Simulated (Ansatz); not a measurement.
Start from `FC(F)(F)C1=CC(C(F)(F)F)=[O+][Al-]([Cl])([Cl])[O]1` and change one element to get `FC(F)(F)C1=CC(C(F)(F)F)=[O+][B-](Cl)(Cl)O1`.

Ansatz, PBE0-D4/def2-TZVP geometries, multiplicity 1. 

```tsv
property	`FC(F)(F)C1=CC(C(F)(F)F)=[O+][Al-]([Cl])([Cl])[O]1`
HOMO energy (ωB97M-V/def2-TZVPP) / eV	-11.09
LUMO energy (ωB97M-V/def2-TZVPP) / eV	-1.87
HOMO energy (PBE0/def2-TZVPP) / eV	-8.91
LUMO energy (PBE/def2-TZVPP) / eV	-4.72
HOMO–LUMO gap (ωB97M-V/def2-TZVPP) / eV	9.22
LUMO energy (PBE0/def2-TZVPP) / eV	-3.99
```

Question: Give the same properties after the change, and the shifts. (Best estimate.)

Answer: Computed: 
```csv
property,`FC(F)(F)C1=CC(C(F)(F)F)=[O+][B-](Cl)(Cl)O1`,shift
HOMO energy (ωB97M-V/def2-TZVPP) / eV,-10.72,0.37
LUMO energy (ωB97M-V/def2-TZVPP) / eV,-1.99,-0.12
HOMO energy (PBE0/def2-TZVPP) / eV,-8.48,0.43
LUMO energy (PBE/def2-TZVPP) / eV,-4.80,-0.08
HOMO–LUMO gap (ωB97M-V/def2-TZVPP) / eV,8.73,-0.49
LUMO energy (PBE0/def2-TZVPP) / eV,-4.11,-0.12
```

With PBE0 the HOMO rises by 0.43 eV and the LUMO falls by 0.12 eV, so the gap narrows by about 0.55 eV. PBE moves the HOMO by 0.44 eV and ωB97M-V by 0.37 eV.
